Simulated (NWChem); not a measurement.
CBrCl2F; SMILES FC(Cl)(Cl)Br

Results from NWChem. Geometry: optimised at PBE0/def2-SVP.

For level HCTH/407/def2-SVP:

```
Item                         Value
---------------------------  -----
highest occupied level (eV)  -7.29
orbital gap (eV)              4.86
```

How do the values read with level LC-wPBE (HJS exchange hole, range parameter 0.4 per bohr)/def2-SVP instead?


* **highest occupied level (eV)**: -11.43
* **orbital gap (eV)**: 12.47
